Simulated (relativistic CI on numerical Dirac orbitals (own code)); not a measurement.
Calculated at this level of theory: Dirac-Coulomb-Breit CI, orbitals from a KLI potential per configuration, a model potential for QED, unscaled Slater integrals (own radial code, finite nucleus).

Configurations in the expansion (outside the closed core [Ne]): 3s2, 3s.3p, 3p2, 3s.3d, 3d2, 3p.3d, 3p.4s, 3s.4s, 3s.4p, 3d.4s, 3s.4d, 3s.4f, 3s.5s, 3s.5p, 3s.5d, 4s2, 3s.5f, 3s.5g, 3s.6s, 3s.6p, 3s.6d. Levels of other configurations are missing.

At this charge energies of transitions that change n are usually good to better than 1 %, and those within a shell (Δn = 0) to a few per cent.

Outline of the computed level scheme of Ti XI. Lowest level of each configuration: 3s2 1S_0 at 0.000 eV; 3s.3p 3P°_0 at 21.310 eV; 3p2 1D_2 at 50.632 eV; 3s.3d 3D_1 at 62.311 eV; 3p.3d 3F°_2 at 84.835 eV; 3d2 3F_2 at 125.493 eV; 3s.4s 3S_1 at 130.419 eV; 3s.4p 3P°_0 at 140.906 eV; 3s.4d 3D_1 at 154.655 eV.

Some strong electric-dipole decays among the lowest 45 levels: 3s.4d 3D_3 → 3s.3p 3P°_2 (9.8e+10 s⁻¹); 3s.4s 1S_0 → 3s.3p 1P°_1 (9.4e+10 s⁻¹); 3s.4d 1D_2 → 3s.3p 1P°_1 (8.2e+10 s⁻¹); 3s.4p 1P°_1 → 3s2 1S_0 (7.8e+10 s⁻¹); 3s.4d 3D_2 → 3s.3p 3P°_1 (7.3e+10 s⁻¹); 3s.4s 3S_1 → 3s.3p 3P°_2 (6.8e+10 s⁻¹); 3s.4d 3D_1 → 3s.3p 3P°_0 (5.4e+10 s⁻¹); 3s.4d 3D_1 → 3s.3p 3P°_1 (4.1e+10 s⁻¹).

LS names give the leading component of a level, which can be under half, so a name can repeat, a term be missing and a line seem to break the LS rules.
